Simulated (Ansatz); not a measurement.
## Which isomer of C2H6Te gives these data?

These gas-phase data were calculated for one isomer of C2H6Te at PBE0-D3(BJ)/def2-SVP (harmonic, unscaled wavenumbers; equilibrium rotational constants with average atomic masses):

```
rotational constants            : 8.259, 5.961, 3.625 GHz
all wavenumbers above 1500 cm⁻¹ : 3208, 3204, 3204, 3203, 3080, 3077
dipole moment                   : 1.29 D (PBE0/def2-TZVPD)
```

Candidates:

(1) `C[Te]C`, a singlet
(2) `CC[TeH]`, a singlet

Task: Which structure fits?

Result: Candidate (1). 6 modes lie between 2750 and 3290 cm⁻¹, one for each C–H bond, while (2) has 5.

The same quantities for all candidates:

|  | rotational constants (GHz) | wavenumbers above 1500 cm⁻¹ | dipole (D) | E above the lowest, PBE0-D3(BJ)/def2-SVP (kcal/mol) |
| --- | --- | --- | --- | --- |
| (1) | 8.259, 5.961, 3.625 | 3208, 3204, 3204, 3203, 3080, 3077 | 1.29 | 1.0 |
| (2) | 25.88, 2.833, 2.697 | 3176, 3155, 3138, 3099, 3048, 2141 | 1.39 | 0.0 |

Harmonic stretches to hydrogen usually lie a few per cent above observed fundamentals. Each candidate is one conformer. Atoms past krypton carry core potentials. Programs: Ansatz 0.2.0.
